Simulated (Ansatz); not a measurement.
The first iterations of a band of CH₁₀N₂SiSn (15 atoms, charge 0, multiplicity 1).

Theory: RKS LDA/def2-SVP (Ansatz 0.2.0).

- movable images: 5
- climbing image: yes
- spring: 5.0 eV/Å²
- optimiser: quadratic models (default)
- start path: through a guess of the saddle point
- force threshold: 0.03 eV/Å
- iteration limit: 60
- end points: relaxed

Image 0:

```xyz
15
Properties=species:S:1:pos:R:3
N 1.880 -0.110 -0.250
C 0.960 -0.700 0.679
N 0.510 0.029 1.828
Sn -0.815 -1.227 -0.457
Si -1.671 1.072 -1.161
H 1.518 0.769 -0.648
H 2.802 0.085 0.170
H 1.394 -1.665 1.029
H 0.057 0.918 1.570
H 1.271 0.239 2.493
H -0.457 -2.180 -1.844
H -1.998 -2.031 0.501
H -0.616 1.781 -1.978
H -2.943 1.045 -1.967
H -1.915 1.923 0.064
```

Image 6:

```xyz
15
Properties=species:S:1:pos:R:3
N 1.994 0.021 -0.001
C 0.986 -0.635 0.778
N 0.459 0.142 1.851
Sn -0.777 -1.234 -0.398
Si -1.662 1.068 -1.067
H 1.616 0.783 -0.584
H 2.526 -0.621 -0.603
H 1.428 -1.574 1.182
H -0.112 0.932 1.515
H 1.229 0.541 2.415
H -0.260 -2.048 -1.832
H -2.006 -2.176 0.359
H -0.532 1.865 -1.679
H -2.798 1.050 -2.056
H -2.116 1.836 0.153
```

| iteration | highest image above the first end (eV) | largest band force component (eV/Å) |
| --- | --- | --- |
| 1 | 1.036 | 11.768 |
| 2 | 0.307 | 2.469 |
| 3 | 0.195 | 1.525 |

Does the band converge within its limit, and where does its top end?

It converged. It ended after 11 iterations with the highest image 0.090 eV above the first end. A vibrational analysis at the climbing image gives one clearly imaginary mode, 473i cm⁻¹: a first-order saddle point.

Time of the run: 110 s on 2 threads of Arm Neoverse V2, on a shared host, peak memory 0.18 GiB.
